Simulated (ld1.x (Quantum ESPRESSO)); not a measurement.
**Which change was made? (Au, TM semilocal)**

Au, norm-conserving Troullier–Martins (semilocal form), made with ld1.x (Quantum ESPRESSO) 7.5 (LDA (PZ), non-relativistic). Core [Kr] 4d10 4f14, reference 5s2 5p6 5d10 6s0.5 6p0 (charge +0.5). Waves: 5s (bound): rc 1.15 bohr; 5d (bound): rc 2.15 bohr; 5p (bound): rc 1.60 bohr. Local part: the p channel. Core correction: none.

Occupied shells without a wave of their own: 6s. They enter only through the test configuration that unscreens the potential.

Cutoffs, loose and tight: the cutoffs (Ry, on a coarse ladder) from which the occupation-weighted sum of valence levels, in a spherical-Bessel basis at the reference potential, stays within 10 and 1 mRy of its value at 400 Ry. They do not see the model core or the augmentation charge, which bear on the density cutoff. Test errors are all-electron minus pseudo excitation energies from the reference, over the configurations 5s2 5p6 5d10 6s1 6p0; 5s2 5p6 5d10 6s0 6p0; 5s2 5p6 5d9 6s0 6p0; 5s2 5p6 5d10 6s0 6p1; 5s2 5p6 5d9 6s1 6p1; 5s2 5p6 5d9 6s2 6p0; 5s1 5p6 5d10 6s1 6p0 (two spin-polarised tests are not counted in the largest error); variants that change the core or the reference have their own tests.

The base gives: outcome: generated; cutoff, loose: 110 Ry; cutoff, tight: 200 Ry; bound ghosts: none; largest test error (meV): +231.

(1) After one change the result is: outcome: generated; cutoff, loose: 110 Ry; cutoff, tight: 200 Ry; bound ghosts: none; largest test error (meV): +411. Which change was it?
A. wave 5s (bound): rc 1.15 bohr becomes 5s (bound): rc 0.92 bohr
B. all radii scaled by about 1.31 (s 1.50, p 2.10, d 2.82 bohr)
C. wave 5p (bound): rc 1.60 bohr becomes 5p (bound): rc 2.30 bohr
D. scalar-relativistic

## Answers

(1) C. The others give: all radii scaled by about 1.31 (s 1.50, p 2.10, d 2.82 bohr) → outcome: generated, misses its reference levels by 1.03 eV; cutoff, loose: 70 Ry; cutoff, tight: 110 Ry; bound ghosts: none; largest test error (meV): +1675 | scalar-relativistic → outcome: generated, misses its reference levels by 0.36 eV; cutoff, loose: 120 Ry; cutoff, tight: 200 Ry; bound ghosts: none; largest test error (meV): +570 | wave 5s (bound): rc 1.15 bohr becomes 5s (bound): rc 0.92 bohr → outcome: generated; cutoff, loose: 180 Ry; cutoff, tight: 300 Ry; bound ghosts: none; largest test error (meV): +243.
